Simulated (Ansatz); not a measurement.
```xyz
8

O     1.163   -0.592   -1.897
In   -0.243    0.443   -0.943
C    -0.530   -0.161    1.110
Br    0.710    1.016    2.071
H     1.588   -1.258   -1.353
H    -0.950    1.698   -1.848
H    -1.516    0.032    1.525
H    -0.222   -1.179    1.335
```

Charge 0, multiplicity 1. In takes the def2 core potential.

**Question.** List the B3LYP/def2-TZVPP orbital energies in eV (Ansatz 0.2.0). (Estimate.)

**Answer.** Computed: Occupied: -13139.34, -1700.97, -1532.70, -1532.61, -1532.60, -519.75, -278.30, -236.75, -177.69, -177.39, -177.38, -127.30, -84.02, -83.70, -83.69, -71.96, -71.88, -71.87, -71.63, -71.63, -25.98, -22.23, -21.12, -20.94, -20.93, -20.87, -20.68, -17.88, -12.76, -12.31, -11.31, -10.58, -9.04, -8.53, -8.11, -7.98, -7.19. Lowest empty: -1.71, -1.06, -0.22, 0.30, 1.06, 1.46, 1.89, 2.31.

B3LYP here is the variant with VWN-RPA as its local correlation; programs differ in this.
